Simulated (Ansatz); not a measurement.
Ansatz (an electronic-structure program) input (B3LYP-D3(BJ)/def2-TZVP):

Ansatz 0.2 input:
```yaml
crystal:
  periodic: [false, false, false]
  atoms:
    - {symbol: O, position_ang: [-1.33025472, 1.16418094, 0.40302917]}
    - {symbol: C, position_ang: [-0.53110663, 0.31114122, 0.03558472]}
    - {symbol: B, position_ang: [0.89654123, -0.01227395, 0.05789981]}
    - {symbol: F, position_ang: [1.79262686, -0.92999892, 0.16080036]}
    - {symbol: H, position_ang: [-0.89078399, -0.50820054, -0.66081324]}
basis:
  gaussian:
    orbitals: def2-TZVP
hamiltonian:
  xc: b3lyp
  dispersion: d3bj
magnetization: {spin_polarized: true, initial_magnetization: 1}
relax: {f_tol: 0.002, max_steps: 150}
```

End of the output:

```
these checks for a lower state are left out or cut short: starts, cluster_reference, orbital_swaps, neighbouring_geometries, increment
integrals: 0.03 GiB planned
700 factors; their error is unknown
mean field: 0.46 GiB planned
mean field -6494.83483275 eV, -238.6807777465 hartree, gradient 1.3e-5 eV, S^2 0.765023; 0 other end points of the search recorded, 0 dependent functions left out
the calculation of the forces begins
reference -6494.83504617 eV, -238.6807855896 hartree; 15, 14 occupied and 115, 116 virtual orbitals, 700 factors
relax step  19: F+E_penalty+E_count = -6494.95061087 eV  Δ(F+E_penalty+E_count) = -2.636e-5 eV  max|allowed force component| = 6.466e-3 eV/Å  Δτ_max = 0.0023 Å  (42 SCF iters, accepted)
these checks for a lower state are left out or cut short: starts, cluster_reference, orbital_swaps, neighbouring_geometries, increment
integrals: 0.03 GiB planned
700 factors; their error is unknown
mean field: 0.46 GiB planned
mean field -6494.83484823 eV, -238.6807783154 hartree, gradient 2.4e-5 eV, S^2 0.765035; 0 other end points of the search recorded, 0 dependent functions left out
the calculation of the forces begins
reference -6494.83506165 eV, -238.6807861583 hartree; 15, 14 occupied and 115, 116 virtual orbitals, 700 factors
relax step  20: F+E_penalty+E_count = -6494.95061500 eV  Δ(F+E_penalty+E_count) = -4.132e-6 eV  max|allowed force component| = 1.109e-3 eV/Å  Δτ_max = 0.0011 Å  (30 SCF iters, accepted)
integrals: 0.03 GiB planned
700 factors; their error is unknown
mean field: 0.46 GiB planned
mean field evaluation 160: about -6494.8348 eV, gradient 2.6e-5 eV
mean field -6494.83484823 eV, -238.6807783154 hartree, gradient 2.6e-5 eV, S^2 0.765035; 1 other end points of the search recorded, 0 dependent functions left out
the calculation of the forces begins
reference -6494.83506165 eV, -238.6807861583 hartree; 15, 14 occupied and 115, 116 virtual orbitals, 700 factors
Total energy: -6494.95082842 eV, -238.6850405085 hartree
Atom 0 at    -1.009233     1.031607     0.602682 Å, force     0.000394    -0.000512    -0.000068 eV/Å
Atom 1 at    -0.580896     0.147525    -0.124125 Å, force    -0.000260     0.001109    -0.000375 eV/Å
Atom 2 at     0.960698    -0.069072    -0.208157 Å, force    -0.000891     0.000633    -0.000185 eV/Å
Atom 3 at     1.818142    -0.683471     0.541032 Å, force     0.000490    -0.000662     0.000384 eV/Å
Atom 4 at    -1.251688    -0.401741    -0.814930 Å, force     0.000267    -0.000569     0.000244 eV/Å
Dipole moment:     0.152404    -0.367418    -0.271298 e Å
```

It need not be the lowest isomer of its formula.
